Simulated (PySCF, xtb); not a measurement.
A geometry optimisation of CSeSi+ with r2SCAN-D4/def2-SVP

The starting geometry of this gas-phase doublet has its atoms placed at random.

```json
{"atom": "C", "x (Å)": "0.2850", "y (Å)": "-0.6280", "z (Å)": "-0.5252"}
{"atom": "Se", "x (Å)": "-0.6063", "y (Å)": "0.4880", "z (Å)": "0.6928"}
{"atom": "Si", "x (Å)": "0.5320", "y (Å)": "1.1244", "z (Å)": "-0.9941"}
```

Task: Guess where an optimisation with r2SCAN-D4/def2-SVP ends from this start.

Result: It ends as a structure given below by its coordinates. Distances that change by over a tenth: Se2–Si3 (2.13 → 2.49 Å).

The energy falls by 0.85 eV over 26 steps:

| step | E − E(last) (eV) |
| --- | --- |
| 1 | 0.847 |
| 4 | 0.004 |
| 7 | 0.000 |
| 9 | 0.000 |
| 12 | 0.000 |
| 15 | 0.000 |
| 18 | 0.000 |
| 20 | 0.000 |
| 23 | 0.000 |
| 26 | 0.000 |

Final geometry (Å):

```tsv
atom	x (Å)	y (Å)	z (Å)
C	0.2008	-0.3435	-0.4414
Se	-0.7094	0.5023	0.7994
Si	0.6203	1.3465	-1.1349
```

From the same start GFN2-xTB ends elsewhere, differing in Se2–Si3 (3.48 against 2.49 Å here).

From so rough a start the end depends on the optimiser's path, so another program may land elsewhere. No frequencies were run, so the end isn't proven a minimum. Open shells are spin-unrestricted. Run with PySCF 2.14.0, 2.2 min on 2 threads of Arm Neoverse V1, with other jobs on the host.
